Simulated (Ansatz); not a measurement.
How methods differ on GeF2 (SMILES [F][Ge][F])

The species is GeF2 (3 atoms), meant as a singlet with charge 0. SMILES: `[F][Ge][F]`. The shape comes from GFN2-xTB, which is rough for such elements, and wasn't checked as a minimum.

```xyz
3

Ge    0.0045   -0.0079   -0.8123
F     1.3208   -0.0187    0.4151
F    -1.3253    0.0267    0.3972
```

Each level gives the vertical ionisation energy (to the doublet cation) (eV). The values are calculated.

```json
{"level": "HF/STO-3G", "kind": "Hartree–Fock", "program": "Ansatz", "value (eV)": "6.67", "less FCI/STO-3G": "+0.56", "CPU time (all runs)": "1.3 s"}
{"level": "PBE/STO-3G", "kind": "GGA", "program": "Ansatz", "value (eV)": "6.86", "less FCI/STO-3G": "+0.75", "CPU time (all runs)": "9.7 s"}
{"level": "B3LYP/STO-3G", "kind": "global hybrid", "program": "Ansatz", "value (eV)": "7.29", "less FCI/STO-3G": "+1.18", "CPU time (all runs)": "4.3 s"}
{"level": "CAM-B3LYP/STO-3G", "kind": "range-separated hybrid", "program": "Ansatz", "value (eV)": "7.36", "less FCI/STO-3G": "+1.25", "CPU time (all runs)": "5.4 s"}
{"level": "wB97M-V/STO-3G", "kind": "range-separated hybrid", "program": "Ansatz", "value (eV)": "7.26", "less FCI/STO-3G": "+1.15", "CPU time (all runs)": "54 s"}
{"level": "B2PLYP/STO-3G", "kind": "double hybrid", "program": "Ansatz", "value (eV)": "7.06", "less FCI/STO-3G": "+0.95", "CPU time (all runs)": "5.9 s"}
{"level": "RPA@PBE/STO-3G", "kind": "RPA", "program": "Ansatz", "value (eV)": "5.82", "less FCI/STO-3G": "-0.29", "CPU time (all runs)": "15 s"}
{"level": "MP2/STO-3G", "kind": "perturbation theory", "program": "Ansatz", "value (eV)": "6.71", "less FCI/STO-3G": "+0.60", "CPU time (all runs)": "2.2 s"}
{"level": "CCSD(T)/STO-3G", "kind": "coupled cluster or CI", "program": "Ansatz", "value (eV)": "6.20", "less FCI/STO-3G": "+0.09", "CPU time (all runs)": "2.7 s"}
{"level": "FCI/STO-3G", "kind": "exact in the basis", "program": "Ansatz", "value (eV)": "6.11", "less FCI/STO-3G": "0.00", "CPU time (all runs)": "15 s"}
```

FCI/STO-3G is exact within its basis and frozen core, so for wave-function methods in that basis the difference is their error; functionals converge differently with the basis, so for them it is only a difference. All-electron rows without a relativistic Hamiltonian named are non-relativistic. The values span 5.82 to 7.36 eV. Spin contamination of the reference (⟨S²⟩ at least 0.1 too high) touches HF/STO-3G, MP2/STO-3G, CCSD(T)/STO-3G. All rows use very small basis sets, so none should be taken for the real molecule's value. In the correlated wave-function rows the outer d shell of Ge is correlated, in sets not made for it. In so small a basis fixed costs decide the times, and correlated methods can beat functionals. CPU times are rough (shared hosts, several kinds of processor and program).
